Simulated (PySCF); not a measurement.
What moves σ(S)?

GIAO PBE0/pcSseg-1 on GFN2-xTB geometries (PySCF 2.14, gas phase, non-relativistic):

```tsv
SMILES	IAO charge (e) of S	σ(S) (ppm)
C=C(SC)[Si@@H](C)N[SiH2]N	0.161	455.7
C=C(SC)[Si@H](C)C[SiH2]N	0.148	468.1
CSC1=C[Si@@H](N)[Si@@H]1C	0.172	425.1
C=C([SiH2][SiH2]N)SC	0.163	451.8
CS[C@@H](C)[Si@@H](C)[SiH2]N	0.047	523.8
C=C(SC)[C@H](C)[SiH2]N	0.134	462.5
C=C(S[SiH3])[Si@H](C)[SiH2]N	-0.126	579.8
C=C(SC)[Si@H](C)[SiH3]	0.151	461.9
```

Q: Fit σ(S) as a line in the IAO charge of S. How well does it hold?

A: σ = 528.6 − 470.4 x, with x in e; correlation -0.97, rms deviation 11.1 ppm, largest 22.6 ppm at `CSC1=C[Si@@H](N)[Si@@H]1C`. A charge says how many electrons sit at the atom, not how easily they circulate, so such a line holds only within like compounds.

Q: A further member, `C=C(SC)[Si@H](C)[SiH2]N`, has x = 0.147. What does the line predict, and what does the calculation give?

A: The line gives 459.5 ppm; the calculation 465.3 ppm, a difference of 5.8 ppm, within the usual scatter of the fit.
